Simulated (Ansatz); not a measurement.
## What AlH3S2O (SMILES [OH][Al]([SH])[SH]) costs in Ansatz

The species is AlH3S2O (7 atoms), meant as a singlet with charge 0. As SMILES, `[OH][Al]([SH])[SH]`. The shape is that of a PBE0-D4/def2-TZVP optimisation. This is one conformer, not always the lowest.

| atom | x (Å) | y (Å) | z (Å) |
| --- | --- | --- | --- |
| O | -1.9851 | 0.1812 | 0.4662 |
| Al | -0.3389 | 0.0272 | 0.1419 |
| S | 0.9656 | 0.0148 | 1.8797 |
| S | 0.3631 | -0.1441 | -1.9167 |
| H | -2.6781 | 0.2027 | -0.1904 |
| H | 2.0783 | -0.1182 | 1.1383 |
| H | 1.6565 | -0.2317 | -1.5647 |

Program: Ansatz 0.2.0. Hardware: 1 thread of Intel Xeon Platinum 8259CL at 2.50GHz (Skylake/Cascade Lake), shared host, so times are rough. Ansatz fits the integrals of SCF and DFT runs by default. Its times include its search for lower SCF states.

Q: Estimate their order by wall time, quickest first.
A. energy at BCCD(T)/Sapporo-DZP (sfX2C, density fitting with def2-universal-jkfit), 16 core orbitals frozen
B. energy of the doublet cation at UBCCD(T)/Sapporo-DZP (sfX2C, density fitting with def2-universal-jkfit), 16 core orbitals frozen
C. gradient at HF/STO-3G
D. gradient at B3LYP/6-31G* (spherical functions)
E. gradient at CCSD(T)/def2-SVP, 16 core orbitals frozen

A: C (1.4 s), A (4.5 s), D (12 s), E (42 s), B (1.9 min).
